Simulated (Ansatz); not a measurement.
Molecule: CH₃Cd (charge 0, doublet). The spin state was set by rule; other spins were not relaxed. 
Coordinates optimised at B3LYP-D3(BJ)/def2-TZVP (Ansatz, an electronic-structure program):
```xyz
5

Cd    -0.2672    -0.1624    -0.2208
C      1.3565     0.8246     1.1208
H      1.8611     0.0049     1.6242
H      0.8183     1.4743     1.8051
H      2.0072     1.3699     0.4431
```
Charge 0, spin multiplicity 2.

Parts of the frozen-core correlation energy in def2-SVP (Ansatz, hartree). Frozen orbitals: 5; correlated occupied orbitals by spin: 10 and 9; virtual: 45 and 46. UHF or UKS for open shells. No spin-orbit coupling. Past Kr the def2 sets carry scalar-relativistic core potentials.

```
term                            value
-------------------------  ----------
reference (HF)             -206.37651
MP2 opposite-spin            -0.28557
MP2 same-spin                -0.13389
CCSD correlation             -0.43100
(T)                          -0.01009
T1 diagnostic                   0.016
largest doubles amplitude       0.062
<S^2> of the reference          0.810
```
